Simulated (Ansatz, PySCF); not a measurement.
Gas-phase reaction in SMILES: CC(=O)[O][GeH2] -> [CH2]C(=O)[O][GeH3]
Structures are relaxed separately at B3LYP-D3(BJ)/def2-TZVP in Ansatz (a quantum-chemistry and plane-wave program), one conformer each, not searched for the lowest.

Property: isomerisation energy (enthalpy at 298 K, with B3LYP-D3(BJ) rigid-rotor harmonic-oscillator terms from PySCF), in eV. Cores are frozen in the correlated levels unless marked. UHF or UKS for open shells. No spin-orbit coupling. The frozen core is the preceding noble-gas configuration, with the filled d and f shells of earlier blocks. Non-relativistic. CBS(X,Y): correlation extrapolated as X^-3; Hartree-Fock from the larger set.

```json
[
 {"level": "PBE-D3(BJ)/def2-TZVPD", "program": "Ansatz + dftd3", "isomerisation energy (eV)": "0.52", "minus last row": "0.01"},
 {"level": "revPBE/def2-TZVPD", "program": "Ansatz", "isomerisation energy (eV)": "0.50", "minus last row": "-0.01"},
 {"level": "PBE0/def2-SVP", "program": "Ansatz", "isomerisation energy (eV)": "0.47", "minus last row": "-0.04"},
 {"level": "LC-wPBE-D4/def2-TZVPD", "program": "Ansatz + dftd4", "isomerisation energy (eV)": "0.46", "minus last row": "-0.05"},
 {"level": "B2PLYP/def2-TZVPD", "program": "Ansatz", "isomerisation energy (eV)": "0.48", "minus last row": "-0.03"},
 {"level": "RI-MP2/cc-pVQZ", "program": "Ansatz", "isomerisation energy (eV)": "0.67", "minus last row": "0.16"},
 {"level": "CCSD/cc-pVQZ", "program": "Ansatz", "isomerisation energy (eV)": "0.48", "minus last row": "-0.03"},
 {"level": "CCSD/CBS(cc-pVTZ,cc-pVQZ)", "program": "Ansatz", "isomerisation energy (eV)": "0.48", "minus last row": "-0.03"},
 {"level": "CCSD(T)/cc-pVTZ", "program": "Ansatz", "isomerisation energy (eV)": "0.51", "minus last row": "0.00"},
 {"level": "CCSD(T)/CBS(cc-pVTZ,cc-pVQZ)", "program": "Ansatz", "isomerisation energy (eV)": "0.51", "minus last row": "0.00"}
]
```
